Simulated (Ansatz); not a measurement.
One geometry of Zn5Cu2, several levels of theory.

```yaml
crystal:
  periodic: [false, false, false]
  atoms:
    - {symbol: Cu, position_ang: [1.213456, -2.395316, 0.484539]}
    - {symbol: Cu, position_ang: [0.264766, -0.337455, 1.040906]}
    - {symbol: Zn, position_ang: [-0.673704, -1.898771, -1.051499]}
    - {symbol: Zn, position_ang: [1.732717, -0.713141, -1.271504]}
    - {symbol: Zn, position_ang: [-0.448369, 0.683515, -1.105181]}
    - {symbol: Zn, position_ang: [-1.448041, 2.919772, -0.171277]}
    - {symbol: Zn, position_ang: [-0.640815, 1.741406, 2.074017]}
basis:
  gaussian: {orbitals: def2-TZVP, initial_orbitals: start.molden}
hamiltonian: {xc: pbe, dispersion: d4}
scf: {omitted_lower_state_checks: [starts]}
output: {forces: true, orbitals: {seedname: orbitals}}
```

The file start.molden holds the orbitals of an earlier run on this structure, at another level or in another basis.

```sh
$ ansatz run in.yaml --threads 4 --pin off --events-out ev --progress --plain --max-ram 8704MiB
```

Output, abridged:

```
Functional definition: PBE
3206 factors; their error is unknown
mean field evaluation 1: about -331334.6099 eV, gradient 2.0e1 eV
mean field evaluation 2: about -331335.1724 eV, gradient 8.2e-1 eV
mean field evaluation 4: about -331335.0813 eV, gradient 6.2e-2 eV
mean field -331335.08129695 eV, -12176.3396506784 hartree, gradient 4.6e-5 eV, S^2 0.000000; 0 other end points of the search recorded, 0 dependent functions left out
reference -331335.08134251 eV, -12176.3396523528 hartree; 104, 104 occupied and 226, 226 virtual orbitals, 3206 factors
Total energy: -331335.46740079 eV, -12176.3538397328 hartree
Atom 0 at     1.213456    -2.395316     0.484539 Å, force     0.079894    -0.156317     0.016270 eV/Å
Atom 1 at     0.264766    -0.337455     1.040906 Å, force    -0.012372     0.044756     0.097549 eV/Å
Atom 2 at    -0.673704    -1.898771    -1.051499 Å, force    -0.041689     0.009970    -0.017740 eV/Å
Atom 3 at     1.732717    -0.713141    -1.271504 Å, force     0.013952     0.035475    -0.021105 eV/Å
Atom 4 at    -0.448369     0.683515    -1.105181 Å, force    -0.038900     0.064004    -0.073728 eV/Å
Atom 5 at    -1.448041     2.919772    -0.171277 Å, force     0.023349    -0.042773     0.017529 eV/Å
Atom 6 at    -0.640815     1.741406     2.074017 Å, force    -0.024235     0.044885    -0.018774 eV/Å
Dipole moment:    -0.073210     0.156715     0.038140 e Å
Checks for a lower state left out: starts
```

Run time 22 s (4 threads of Arm Neoverse N1 on a shared host), peak host memory 1 GiB.

The first input with `hamiltonian: {xc: lda}`, `output: {orbitals: {seedname: orbitals}}` (abridged; 11 s):

```
Functional definition: SPW92
mean field -330842.01550704 eV, -12158.2198171112 hartree, gradient 3.1e-5 eV, S^2 0.000000
Total energy: -330842.01555082 eV, -12158.2198187200 hartree
Checks for a lower state left out: starts
```

First input, but with `hamiltonian: {xc: r2scan, dispersion: d4}`, `output: {orbitals: {seedname: orbitals}}` (abridged; 41 s):

```
Functional definition: r2SCAN
mean field -331381.14837847 eV, -12178.0325846990 hartree, gradient 2.8e-5 eV, S^2 0.000000
Total energy: -331381.22665999 eV, -12178.0354614918 hartree
Checks for a lower state left out: starts
```

First input, but with `hamiltonian: {xc: {name: BLYP}, dispersion: d4}`, `output: {orbitals: {seedname: orbitals}}` (abridged; 22 s):

```
Functional definition: BLYP
mean field -331401.44669944 eV, -12178.7785342358 hartree, gradient 3.4e-5 eV, S^2 0.000000
Total energy: -331402.23983295 eV, -12178.8076813547 hartree
Checks for a lower state left out: starts
```

As the first input, with `hamiltonian: {xc: pbe0, dispersion: d4}`, `output: {orbitals: {seedname: orbitals}}` (abridged; 56 s):

```
Functional definition: PBE0
mean field -331336.17940683 eV, -12176.3800054722 hartree, gradient 4.8e-5 eV, S^2 0.000000
Total energy: -331336.51456351 eV, -12176.3923222531 hartree
Checks for a lower state left out: starts
```

As the first input, with `gaussian: {orbitals: def2-SVP, initial_orbitals: start.molden}`, `correlation: {method: mp2, frozen_orbitals: {Cu: 9, Zn: 9}}`, `output: {orbitals: {seedname: orbitals}}` and without the key `hamiltonian` (abridged; 33 s):

```
Functional definition: HF
mean field -331030.93922987 eV, -12165.1626358683 hartree, gradient 1.0e-5 eV, S^2 0.000000; unrestricted orbitals would lower it
63 core orbitals not correlated: weight in the atoms' cores, before any rotation towards them, 1.000 or more for the frozen orbitals, at most 0.000 for the correlated occupied ones
second order -59.99442551 eV of doubles, -0.00000000 eV of singles
Total energy: -331090.93365538 eV, -12167.3673903400 hartree
Checks for a lower state left out: starts
```

Geometry: B3LYP-D4/def2-SVP.

Correlated methods freeze 63 core orbitals. The restricted singlet is unstable towards broken spin symmetry in Hartree–Fock (as tested in another run); at PBE-D4/def2-TZVP, LDA (SPW92)/def2-TZVP, r2SCAN-D4/def2-TZVP, BLYP-D4/def2-TZVP and others this wasn't settled. At MP2/def2-SVP the restricted singlet (for correlated methods, its reference) is unstable: a solution with broken spin symmetry lies lower. No other spin state of charge 0 was run. Another isomer (singlet) lies 0.16 eV lower at PBE0-D4/def2-TZVP; other spin states weren't run for this one.
